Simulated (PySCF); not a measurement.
Level of theory: B3LYP-D3(BJ)/def2-TZVP run with PySCF. Gas-phase values, no solvent. B3LYP has the VWN-RPA correlation part, as in Gaussian. 

Reference species (SMILES): `[CH3][GaH][CH3]` (neutral, multiplicity 1).

```yaml
dipole_moment: 0.56 D
```

Changed species: `[GaH2][CH3]` (whole molecule; the reference has whole molecule).

Question: Give the shifts of the dipole moment.

Answer: the dipole moment rises by 0.11 D, to 0.67 D.
